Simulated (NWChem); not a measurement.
Program: NWChem. System: BF₂, charge 0, spin multiplicity 2, at a geometry optimised with UPBE/def2-SVP. The structure started from a generated list of species. Its SCF solution wasn't tested for a lower state. Level: UMP2/def2-TZVP, 3 core orbitals frozen.

NWChem printed:

```
             Northwest Computational Chemistry Package (NWChem) 7.3.0
             --------------------------------------------------------

                                NWChem Input Module
                                -------------------

 Scaling coordinates for geometry "geometry" by  1.889725989
 (inverse scale =  0.529177249)

 Turning off AUTOSYM since
 SYMMETRY directive was detected!

                             Geometry "geometry" -> ""
                             -------------------------

 Output coordinates in angstroms (scale by  1.889725989 to convert to a.u.)

  No.       Tag          Charge          X              Y              Z
 ---- ---------------- ---------- -------------- -------------- --------------
    1 F                    9.0000     1.14819800     0.00000000    -0.14086300
    2 B                    5.0000     0.00000000     0.00000000     0.50710800
    3 F                    9.0000    -1.14819800     0.00000000    -0.14086300

 Effective nuclear repulsion energy (a.u.)      54.7890607378

            Nuclear Dipole moment (a.u.)
            ----------------------------
        X                 Y               Z
 ---------------- ---------------- ----------------
     0.0000000000     0.0000000000     0.0000113384

      Symmetry information
      --------------------

 Group name             C2v
 Group number             16
 Group order               4
 No. of unique centers     2

      Symmetry unique atoms

     1    2


 Summary of "ao basis" -> "" (spherical)
 ------------------------------------------------------------------------------
       Tag                 Description            Shells   Functions and Types
 ---------------- ------------------------------  ------  ---------------------
 *                         def2-tzvp                  on all atoms

 Summary of "ao basis" -> "ao basis" (spherical)
 ------------------------------------------------------------------------------
       Tag                 Description            Shells   Functions and Types
 ---------------- ------------------------------  ------  ---------------------
 F                         def2-tzvp                11       31   5s3p2d1f
 B                         def2-tzvp                11       31   5s3p2d1f

                                 NWChem SCF Module
                                 -----------------

  ao basis        = "ao basis"
  functions       =    93
  atoms           =     3
[...]
     2   0 2 0    -10.177449     -5.777456     -4.399993      0.000000
     2   0 1 1     -0.000000     -0.000000      0.000000      0.000000
     2   0 0 2    -11.692843    -11.575052     -5.984891      5.867100

                   NWChem MP2 Semi-direct Energy/Gradient Module
                   ---------------------------------------------

  Basis functions       =     93
  Molecular orbitals    =     93
  Frozen core           =      3
  Frozen virtuals       =      0
  Active alpha occupied =      9
  Active beta occupied  =      8
  Active alpha virtual  =     81
  Active beta virtual   =     82
  Use MO symmetry       = T
  Use skeleton AO sym   = T

  AO/Fock/Back tols     =   1.0D-09  1.0D-09  1.0D-09

 GA uses MA = F    GA memory limited = T

 Available:
  local mem=  1.26D+08
 global mem=  1.44D+08
 local disk=  0.00D+00
  mp2_memr nvloc                    81
  nvloc new                    81
   1 passes of   9:        5242880                      54079                  10608405.
   1 passes of   9: M    126153198           G      144161902           F     120910318.

 Semi-direct pass number   1 of   1  for UHF alpha       at        1.3s
  vrange nnbf                  4274
  mp2_eaftype                    40  avail_ma_in_mb                  1099
 EAF : mp2_eaftype filesize          40    5304202.
  mp2_eaf for mointskh                     40
Node 0 wrote     24.9 Mb in      0.0 s     Agg I/O rate:  2700.8 Mb/s
 Done moints_semi at        2.9s
  mp2_eaftype                    40  avail_ma_in_mb                  1059
 EAF : mp2_eaftype filesize          40    5304202.
  mp2_eaf for kh                    40
 Done maket at        3.0s
 Done multipass loop at        3.0s

 GA uses MA = F    GA memory limited = T

 Available:
  local mem=  1.26D+08
 global mem=  1.44D+08
 local disk=  0.00D+00
  mp2_memr nvloc                    82
  nvloc new                    82
   1 passes of   8:        5242880                      50430                   9547598.
   1 passes of   8: M    126153198           G      144161902           F     120910318.

 Semi-direct pass number   1 of   1  for UHF beta        at        3.1s
  vrange nnbf                  4274
  mp2_eaftype                    36  avail_ma_in_mb                  1099
 EAF : mp2_eaftype filesize          36    4773799.
  mp2_eaf for mointskh                     36
Node 0 wrote     22.4 Mb in      0.0 s     Agg I/O rate:  2545.4 Mb/s
 Done moints_semi at        4.6s
  mp2_eaftype                    36  avail_ma_in_mb                  1063
 EAF : mp2_eaftype filesize          36    4773799.
  mp2_eaf for kh                    36
 Done maket at        4.8s
 Done multipass loop at        4.8s

          -------------------------------------------
          SCF energy                -223.719150835913
          Correlation energy          -0.566627787237
          Singlet pairs                0.000000000000
          Triplet pairs                0.000000000000
          Total MP2 energy          -224.285778623150
          -------------------------------------------

          ---------------------------------------------------
                    Spin Component Scaled (SCS) MP2
          Same spin pairs                     -0.151184571199
          Same spin scaling factor             0.333333333333
          Opposite spin pairs                 -0.415443216038
          Opposite spin scaling fact.          1.200000000000
          SCS-MP2 correlation energy          -0.548926716312
          Total SCS-MP2 energy              -224.268077552225
          ---------------------------------------------------

 -----------------------
 Performance information
 -----------------------

 Timer overhead =  1.24D-07 seconds/call

               Nr. of calls         CPU time (s)                 Wall time (s)                GFlops
             ---------------    -------------------     ------------------------------   -------------------
Name         Min   Avg   Max    Min     Avg     Max     Min     Avg     Max   Mx/calls   Min     Max     Sum
mp2: moin     2     2     2    3.2     3.2     3.2      3.2     3.2     3.2     1.6      0.0     0.0     0.0
mp2: make     2     2     2   0.30    0.30    0.30     0.30    0.30    0.30    0.15      0.0     0.0     0.0
mp2: tota     1     1     1    3.6     3.6     3.6      3.6     3.6     3.6     3.6      0.0     0.0     0.0

 The average no. of pstat calls per process was 5.00D+00
 with a timing overhead of 6.22D-07s

 Task  times  cpu:        4.8s     wall:        4.8s

 Total times  cpu:        4.8s     wall:        4.8s
```

Write an NWChem input that would produce this output.

One answer among several that fit: 
```
start mol
memory heap 200 mb stack 900 mb global 1100 mb
geometry units angstroms nocenter noautoz
  F      1.148198     0.000000    -0.140863
  B      0.000000     0.000000     0.507108
  F     -1.148198     0.000000    -0.140863
  symmetry group C2v
end
basis spherical
  * library def2-tzvp
end
scf
  uhf
  nopen 1
  maxiter 100
  thresh 1e-7
  semidirect memsize 60000000 filesize 0
  # guess.movecs holds the orbitals of an unrestricted PBE0 run
  vectors input guess.movecs output mol.movecs
end
mp2
  freeze core 3
end
task mp2 energy
```
